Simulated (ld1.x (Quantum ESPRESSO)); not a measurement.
What one change does to a pseudopotential (phosphorus (P), TM)

ld1.x (Quantum ESPRESSO) 7.5 input, shortened:

```
&input
   title='P', zed=15., rel=1, dft='PZ', iswitch=3,
   config='[Ne] 3s2 3p3'
 /
 &inputp
   pseudotype=2, tm=.true., lloc=-2, rcloc=1.65,
   nlcc=.false.
 /
2
3S  1  0   2.00   0.00  1.60  1.60  0.0
3P  2  1   3.00   0.00  1.95  1.95  0.0
 &test
   configts(1)='3s2 3p3'
 /
```

Change: local potential all-electron potential smoothed inside 2.16 bohr (lloc = -2).

Cutoffs: the cutoffs (Ry, on a coarse ladder) from which the occupation-weighted sum of valence levels, in a spherical-Bessel basis at the reference potential, stays within 10 and 1 mRy of its value at 400 Ry; they do not see the model core or the augmentation charge, which bear on the density cutoff. Errors are all-electron minus pseudo energies relative to the spin-unpolarised reference configuration.

**Question.** What does the change do?

**Answer.** The potential gets neither clearly harder nor softer (21 Ry and 50 Ry → 21 Ry and 50 Ry); of the 9 tests that both files solve, the error grows in 0 and shrinks in 4 by more than 15 % and 0.3 meV (median size 12.6 → 11.2 meV); neither file shows a bound ghost. That the errors move this way runs against the usual rule that smaller radii transfer better.

```tsv
quantity	base	changed
cutoff, loose	21 Ry	21 Ry
cutoff, tight	50 Ry	50 Ry
bound ghosts	none	none
error for 3s2 3p2, meV [ΔE 9.82 eV]	+4.3	+1.4
error for 3s2 3p1, meV [ΔE 29.07 eV]	+36	+18
error for 3s2 3p0, meV [ΔE 58.96 eV]	+148	+91
error for 3s1 3p3, meV [ΔE 18.89 eV]	+13	+8.7
error for 3s2 3p3.3, meV [ΔE -1.34 eV]	+0.2	+0.1
error for 3s0 3p5, meV [ΔE 17.14 eV]	+12	+11
error for 3s1 3p4, meV [ΔE 8.50 eV]	+2.7	+2.4
error for 3s2 3p3 (spin-polarised), meV [ΔE -1.51 eV]	+119	+119
error for 3s2 3p2 (spin-polarised), meV [ΔE 8.98 eV]	+84	+81
```
